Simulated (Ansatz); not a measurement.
C3H7NOSi (`C=N/C([SiH3])=C\O`) at its PBE0-D4/def2-TZVP geometry, where that method's forces vanish. Total charge 0; spin multiplicity 1.

```
atom   x (Å)   y (Å)   z (Å)
  C1  -1.571   1.498   0.214
  N2  -0.323   1.325   0.262
  C3   0.225   0.054   0.042
 Si4   1.363  -0.604   1.359
  C5   0.090  -0.621  -1.107
  O6  -0.662  -0.174  -2.143
  H7  -1.968   2.501   0.367
  H8  -2.285   0.688   0.030
  H9   1.873  -1.927   0.908
 H10   0.636  -0.778   2.646
 H11   2.504   0.319   1.598
 H12   0.624  -1.553  -1.263
 H13  -0.507  -0.727  -2.912
```

Problem. For each bond, give half the difference of the two atoms' forces along it (eV/Å; positive pushes the atoms apart) under PBE-D4, r2SCAN-D4, B3LYP-D4, ωB97M-V in def2-TZVPP. (Estimate.)

Solution. The calculation gave: 
| bond | length (Å) | PBE-D4 | r2SCAN-D4 | B3LYP-D4 | ωB97M-V |
| --- | --- | --- | --- | --- | --- |
| C1–N2 | 1.262 | 0.71 | 0.34 | 0.13 | -0.05 |
| C1–H7 | 1.089 | -0.07 | -0.11 | -0.13 | -0.07 |
| C1–H8 | 1.095 | -0.02 | -0.07 | -0.06 | -0.08 |
| N2–C3 | 1.401 | -0.26 | -0.06 | 0.14 | 0.48 |
| C3–Si4 | 1.861 | -0.14 | -0.09 | 0.01 | 0.01 |
| C3–C5 | 1.340 | 0.43 | 0.21 | -0.08 | -0.34 |
| Si4–H9 | 1.488 | 0.08 | -0.03 | -0.07 | -0.10 |
| Si4–H10 | 1.488 | 0.08 | -0.01 | -0.08 | -0.12 |
| Si4–H11 | 1.486 | 0.07 | -0.02 | -0.08 | -0.12 |
| C5–O6 | 1.356 | 0.26 | 0.23 | 0.35 | 0.37 |
| C5–H12 | 1.086 | -0.10 | -0.17 | -0.17 | -0.10 |
| O6–H13 | 0.959 | 0.36 | 0.01 | -0.07 | -0.11 |

B3LYP here is the variant with VWN-RPA as its local correlation; programs differ in this.

Program: Ansatz 0.2.0.
